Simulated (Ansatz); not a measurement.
C$_{3}$H$_{8}$Si$_{2}$, SMILES `C#C[SiH2][SiH2]C`, relaxed with RKS PBE-D4/def2-SVP in Ansatz from a rough embedded geometry. The force threshold is 0.03 eV/Å; the program also tests the step.

Total charge 0; spin multiplicity 1.

Start:

```xyz
13

C     0.540   -0.302    3.037
C     0.233   -0.716    1.995
Si   -0.280   -1.438    0.362
Si   -0.829    0.157   -1.167
C     0.557    1.365   -1.355
H     0.861    0.191    3.978
H     0.880   -2.270   -0.223
H    -1.386   -2.424    0.519
H    -2.005    0.948   -0.586
H    -1.221   -0.387   -2.421
H     0.861    1.831   -0.372
H     1.468    0.824   -1.734
H     0.322    2.221   -2.034
```

| step | energy (eV) | largest force (eV/Å) | largest move (Å) |
| --- | --- | --- | --- |
| 1 | -18974.6649 | 6.412 | 0.000 |
| 2 | -18975.1107 | 0.575 | 0.098 |
| 3 | -18975.1365 | 0.368 | 0.099 |
| 4 | -18975.1479 | 0.067 | 0.068 |
| 5 | -18975.1496 | 0.019 | 0.058 |
| 6 | -18975.1504 | 0.043 | 0.086 |
| 7 | -18975.1507 | 0.040 | 0.025 |
| 8 | -18975.1509 | 0.013 | 0.023 |

End:

```xyz
13

C     0.574   -0.179    2.935
C     0.234   -0.777    1.915
Si   -0.290   -1.557    0.332
Si   -0.851    0.195   -1.141
C     0.607    1.396   -1.278
H     0.874    0.332    3.840
H     0.856   -2.373   -0.208
H    -1.446   -2.485    0.595
H    -2.069    0.896   -0.594
H    -1.213   -0.374   -2.490
H     0.889    1.767   -0.272
H     1.489    0.892   -1.721
H     0.346    2.267   -1.913
```

It took 9 s on 4 threads of an AMD EPYC 7B13 on a shared host, with 0.18 GiB of host memory at the peak.
